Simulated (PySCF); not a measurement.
## How methods differ on the excitation energy of Ge²⁺

Ge²⁺ [Ar] 3d10 4s2 (1S) → Ge²⁺ [Ar] 3d10 4s1 5s1 (3S), as a difference of total energies. Computed with PySCF 2.14 in x2c-TZVPPall with one added diffuse shell each of s, p, d type (7s6p5d1f, 57 functions), with the spin-free X2C one-electron Hamiltonian (Gaussian nucleus). Correlated levels: valence: [Ar] 3d10 frozen. The calculations carry no spin-orbit coupling.

```
           method  excitation energy (eV)
              UHF                  18.216
    MP2 (valence)                  18.873
SCS-MP2 (valence)                  19.095
   CCSD (valence)                  19.078
```

Problem. How much does correlation contribute at MP2 (valence)?

Solution. 18.873 − (18.216) = 0.657 eV, measured against UHF.

The promoted electron is Rydberg-like, and one or two diffuse shells describe it only roughly, which tends to raise the upper state.

With two correlated electrons CCSD is exact in that space.
